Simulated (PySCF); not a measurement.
GeF4, SMILES [F][Ge]([F])([F])[F].

Geometry: TPSSh-D3(BJ)/def2-SVP. The isomer is the one that the SMILES or the coordinates give; other isomers of the formula were not compared.

Method: PySCF with CAM-B3LYP/def2-TZVP.

```yaml
total_energy: -2476.75128 hartree
point_group: Td
highest_occupied_level: -14.28 eV
lowest_empty_level: -1.00 eV
orbital_gap: 13.28 eV
dipole_moment: 0.000 e·Å
quadrupole, principal values (traceless, Buckingham form, about the centre of nuclear charge): 0.00, 0.00, 0.00 D·Å
mean_static_polarisability: 24.0 bohr³ (3.56 Å³)
polarisability_principal_values: 24.0, 24.0, 24.0 bohr³
```
